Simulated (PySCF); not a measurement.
# C²⁺ (carbon, charge +2) across methods

[He] 2p2, high-spin 3P determinant (an excited configuration). Calculation: PySCF 2.14, in x2c-QZVPPall; scalar relativity by spin-free X2C-1e.

```json
{"method": "LDA", "E (hartree)": "-35.6316", "mean ε 1s α (eV)": "-304.49", "mean ε 1s β (eV)": "-303.07", "mean ε 2p α (eV)": "-32.660", "Σ⟨r²⟩ (bohr²)": "4.432", "⟨S²⟩": "2.000"}
{"method": "PBE", "E (hartree)": "-35.9591", "mean ε 1s α (eV)": "-307.11", "mean ε 1s β (eV)": "-305.74", "mean ε 2p α (eV)": "-32.838", "Σ⟨r²⟩ (bohr²)": "4.418", "⟨S²⟩": "2.000"}
{"method": "wB97X-V", "E (hartree)": "-35.9873", "mean ε 1s α (eV)": "-317.15", "mean ε 1s β (eV)": "-316.10", "mean ε 2p α (eV)": "-36.912", "Σ⟨r²⟩ (bohr²)": "4.441", "⟨S²⟩": "2.000"}
{"method": "UHF", "E (hartree)": "-35.85735", "mean ε 1s α (eV)": "-342.50", "mean ε 1s β (eV)": "-340.85", "mean ε 2p α (eV)": "-38.915", "Σ⟨r²⟩ (bohr²)": "4.468", "⟨S²⟩": "2.000"}
{"method": "r2SCAN", "E (hartree)": "-35.9827", "mean ε 1s α (eV)": "-311.07", "mean ε 1s β (eV)": "-309.67", "mean ε 2p α (eV)": "-33.279", "Σ⟨r²⟩ (bohr²)": "4.385", "⟨S²⟩": "2.000"}
{"method": "PBE0", "E (hartree)": "-35.9507", "mean ε 1s α (eV)": "-316.15", "mean ε 1s β (eV)": "-314.70", "mean ε 2p α (eV)": "-34.471", "Σ⟨r²⟩ (bohr²)": "4.420", "⟨S²⟩": "2.000"}
{"method": "HSE06", "E (hartree)": "-35.9567", "mean ε 1s α (eV)": "-315.77", "mean ε 1s β (eV)": "-314.29", "mean ε 2p α (eV)": "-34.056", "Σ⟨r²⟩ (bohr²)": "4.419", "⟨S²⟩": "2.000"}
{"method": "revPBE", "E (hartree)": "-36.0085", "mean ε 1s α (eV)": "-307.30", "mean ε 1s β (eV)": "-306.06", "mean ε 2p α (eV)": "-32.844", "Σ⟨r²⟩ (bohr²)": "4.417", "⟨S²⟩": "2.000"}
{"method": "BHandHLYP", "E (hartree)": "-35.9730", "mean ε 1s α (eV)": "-325.53", "mean ε 1s β (eV)": "-324.18", "mean ε 2p α (eV)": "-35.867", "Σ⟨r²⟩ (bohr²)": "4.412", "⟨S²⟩": "2.000"}
```
